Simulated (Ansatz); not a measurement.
Pair of molecules: HF (SMILES F) (first 2 atoms) with HBr (SMILES Br); geometry from B3LYP-D3(BJ)/def2-TZVP.
(charge 0, multiplicity 1):
```xyz
4

F     -0.362     0.135     0.369
H     -0.220    -0.774     0.265
Br    -0.042     0.922     3.740
H     -0.214     0.810     2.325
```

Interaction energies are E(AB) − E(A) − E(B) at the monomers' geometry in the complex; basis-set methods are counterpoise corrected.

Correlated levels freeze the cores. Filled d and f shells under p-block atoms count as core. CBS: X⁻³ extrapolation of the correlation energy, Hartree–Fock from the larger set.

Codes used: Ansatz (Gaussian orbitals). Values without a source in brackets are computed.

Task: Estimate the interaction energy that CAM-B3LYP/def2-TZVPPD returns for this input.

Result: -10 kJ/mol

Ansatz is an electronic-structure program.
